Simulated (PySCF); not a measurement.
PW91 on Rh (rhodium, neutral), [Kr] 4d9, 2D determinant (an excited configuration). Calculation: PySCF 2.14, in x2c-TZVPPall with one added diffuse shell each of s, p, d, f type (9s7p7d3f1g, 95 functions); scalar relativity by spin-free X2C-1e.

```
cycle= 4 E= -4783.9733666158  delta_E= -0.00608  |g|= 0.0938  |ddm|= 0.507
cycle= 5 E= -4783.97049195302  delta_E= 0.00287  |g|= 0.18  |ddm|= 0.586
cycle= 6 E= -4783.97916269273  delta_E= -0.00867  |g|= 0.107  |ddm|= 0.112
cycle= 7 E= -4783.97930923123  delta_E= -0.000147  |g|= 0.106  |ddm|= 0.0552
cycle= 8 E= -4783.98052903202  delta_E= -0.00122  |g|= 0.088  |ddm|= 0.0847
cycle= 9 E= -4783.98221313065  delta_E= -0.00168  |g|= 0.0524  |ddm|= 0.0772
cycle= 10 E= -4783.98267097018  delta_E= -0.000458  |g|= 0.0379  |ddm|= 0.0178
cycle= 11 E= -4783.98338572923  delta_E= -0.000715  |g|= 0.0153  |ddm|= 0.0861
cycle= 12 E= -4783.98347674029  delta_E= -9.1e-05  |g|= 0.00473  |ddm|= 0.019
cycle= 13 E= -4783.98348763497  delta_E= -1.09e-05  |g|= 0.00244  |ddm|= 0.0113
cycle= 14 E= -4783.98348995901  delta_E= -2.32e-06  |g|= 0.000386  |ddm|= 0.00275
cycle= 15 E= -4783.98349001324  delta_E= -5.42e-08  |g|= 2.41e-05  |ddm|= 0.000334
cycle= 16 E= -4783.98349001351  delta_E= -2.66e-10  |g|= 3.83e-06  |ddm|= 3.02e-05
converged SCF energy = -4783.98349001351  <S^2> = 1.3615004  2S+1 = 2.5388977
```

Highest occupied orbital energy: -4.190 eV; ⟨L²⟩ = 8.32; populations by l: s 8.38, p 18.00, d 18.62, f 0.00.

Problem. Can this result be used?

Solution. Not for this state. Self-consistency was reached. ⟨L²⟩ = 8.32 against 6 for a pure D term, so this real determinant mixes terms. ⟨S²⟩ = 1.36 against 0.75 shows spin contamination. The s, p, d and f populations moved away from the nominal configuration during the SCF.
